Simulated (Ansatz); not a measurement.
`CN[SiH2]S` → `[SiH3]S` + `C=N` at 298.15 K and 1 bar (β-hydride elimination).

Program: Ansatz. Geometries: PBE0-D4/def2-TZVP. ΔE: electronic, gas phase. CCSD(T)/CBS adds triple-zeta CCSD(T) − MP2 to the extrapolated MP2 energy (def2 sets, frozen cores). This one scheme is used for every species. Each species was taken in one conformer, which may not be the lowest.

```tsv
species	CCSD(T)/CBS energy (Eh)	H − E (kJ/mol)	S (J/(mol·K))
`CN[SiH2]S`	-783.86506	234.9	344.7
`[SiH3]S`	-689.27336	102.7	272.7
`C=N`	-94.52360	115.3	227.0
```

H − E and S are ideal-gas, rigid-rotor, harmonic terms from PBE0-D4/def2-TZVP, for one conformer and one mirror image of each species. 1 Eh = 2625.50 kJ/mol, R = 8.31446 J/(mol·K).

Question: By hand: ΔE, ΔH, ΔS and ΔG.

Answer: ΔE = (-689.27336) + (-94.52360) − (-783.86506) = 0.06810 Eh = 178.8 kJ/mol. Δ(H − E) = 102.7 + 115.3 − 234.9 = -16.9, so ΔH = 161.9 kJ/mol. ΔS = 272.7 + 227.0 − 344.7 = 155.0 J/(mol·K). ΔG = 161.9 − 298.15 × (155.0)/1000 = 115.7 kJ/mol.

Question: By hand: the equilibrium constant, and the temperature at which ΔG would vanish if ΔH and ΔS stayed fixed.

Answer: log₁₀ K = −ΔG/(RT ln 10) = -20.3. ΔG = 0 at ΔH/ΔS = 1045 K.

The number of gas molecules changes by +1, which sets the sign of ΔS. A doubt of 5 kJ/mol in ΔE shifts log₁₀ K by 0.9 here. Other conformers and mirror images would add mixing entropy, several J/(mol·K) or more a flexible species. These are equilibria of isolated gas molecules and say nothing of rates. Largest T1 diagnostic: 0.012 (customary marks: 0.02 for closed shells, 0.045 for open ones).
